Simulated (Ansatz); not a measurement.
Isomers of H$_{4}$Au$_{3}$ (doublet), relaxed with PBE-D4/def2-TZVP; total energies from Ansatz at B2PLYP/def2-TZVP.

```
isomer                                                                  description  energy (Eh)
     A                            point group not assigned; 6 × Au–H 1.59 to 1.84 Å   -408.99577
     B  point group not assigned; 3 × Au–Au 2.66 to 2.72 Å; 4 × Au–H 1.59 to 1.95 Å   -408.99797
     C            point group Cs; 3 × Au–Au 2.64 to 2.79 Å; 4 × Au–H 1.56 to 1.62 Å   -408.97634
```

In the def2 sets Au takes a core potential; there is no spin–orbit coupling. Correlated methods freeze no core orbitals; core or outer-core shells of Au are correlated, in sets that lack core-valence functions.

The isomers come from a short search, and lower ones may exist.

**Question.** Work out the relative energies (1 Eh = 2625.5 kJ/mol) and the Boltzmann populations at 800 K from electronic energies alone (R = 8.314 J/mol/K).

**Answer.** ΔE: A 5.8, B 0.0, C 56.8 kJ/mol. RT = 6.65 kJ/mol. Factors exp(−ΔE/RT): A 0.418, B 1, C 0.000195; sum 1.418. Populations: A 29.5 %, B 70.5 %, C 0.0 %. Zero-point energy, vibrational entropy and symmetry numbers are left out and can shift these; an error of 4 kJ/mol changes a ratio by a factor of 1.8. Over the other density-functional and correlated levels in def2 sets, the gap between B and A ranges from -22 to 26 kJ/mol.
